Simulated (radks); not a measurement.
The numbers below are computed, except where a source is named.
Spherical quantum dot in the effective-mass picture: electrons in a well V = -V0 / (1 + exp((r - R)/a)) with V0 = 5.16, R = 8.43, a = 0.29, with a point charge +1 (a donor) at the centre, all in effective atomic units (hartree* = m*/eps^2 hartree, bohr* = eps/m* bohr), one dielectric constant everywhere. Level of theory: non-relativistic Kohn-Sham, PBEsol, spin-polarised, spherical densities (a radial shooting solver with Libxc functionals). Levels are named by radial order and angular momentum (1s, 1p, 1d, 2s, ...), and open shells are averaged over m.

N = 9, configuration 1s2 1p6 2s(up 1, down 0). This is the lowest configuration that the search found. Occupied and some empty levels:

level,occupation,eigenvalue (hartree*),<r> (bohr*)
1s up,1,-3.9693,3.397
1s down,1,-3.9401,5.152
1p up,3,-3.8955,5.706
1p down,3,-3.8941,5.704
2s up,1,-3.8842,4.005
1d up,0,-3.8271,5.931
1d down,0,-3.8257,5.919
2s down,0,-3.7857,2.769
1f up,0,-3.7353,6.106
1f down,0,-3.7334,6.096
1g up,0,-3.6216,6.253
1g down,0,-3.6194,6.247
2p up,0,-3.5724,4.173
2p down,0,-3.5579,4.369

Energy (hartree*): total -41.6672, kinetic 1.5690, external -48.649, Hartree 6.9691, exchange-correlation -1.5566.

Electron density:

r (bohr*),n(r) (e/bohr*^3)
0.495,0.1154
1.05,0.03914
1.60,0.01436
2.15,0.006261
2.70,0.003899
3.25,0.003608
3.80,0.004183
4.36,0.005132
4.91,0.006045
5.46,0.006484
6.01,0.006039
6.56,0.004582
7.11,0.002513
7.66,0.0008241
8.21,0.0001207
8.77,6.830e-06
9.32,2.353e-07
9.87,7.129e-09
